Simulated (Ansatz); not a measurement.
Gas-phase electronic energies from Ansatz, PBE0-D4/def2-TZVP geometries. CCSD(T)/CBS adds triple-zeta CCSD(T) − MP2 to the extrapolated MP2 energy (def2 sets, frozen cores). DFT in def2-TZVPP. B3LYP here is the variant with VWN-RPA as its local correlation; programs differ in this. For Mg outer-core shells are correlated without core-valence functions, which leaves a few kJ/mol of doubt a bond. One conformer a species, not always the lowest.

`CO[Si]C` + `[OH][Mg][SH]` → `C[Si]S` + `C[O][Mg][OH]`  (redistribution)

```csv
level,ΔE (kcal/mol)
CAM-B3LYP-D4,9.8
BLYP,7.8
B3LYP,8.5
LC-ωPBE,8.6
HF/def2-SVP,6.3
CCSD(T)/def2-SVP,5.1
CCSD/def2-TZVPP,9.6
MP2/def2-QZVPP,7.6
```

(1) What does CCSD(T)/CBS give? (Best estimate.)

Largest T1 diagnostic among the species: 0.014.

## Answers

(1) Ansatz gave: +8.3 kcal/mol. The listed levels differ from it by 1.5, -0.5, 0.2, 0.3, -2.0, -3.2, 1.3, -0.7 kcal/mol.

Leaving LDA and LC-ωPBE aside and taking each functional with its dispersion term where it has one, the values, not all of them listed here, spread over 2.7 kcal/mol, from revPBE-D4 to ωB97M-V. LDA lies +1.2 kcal/mol from PBE without D4. In def2-TZVPP, CCSD(T) changes the Hartree–Fock value by −2.0 kcal/mol (the triples alone add −0.2 kcal/mol) and MP2 by −3.1 kcal/mol.
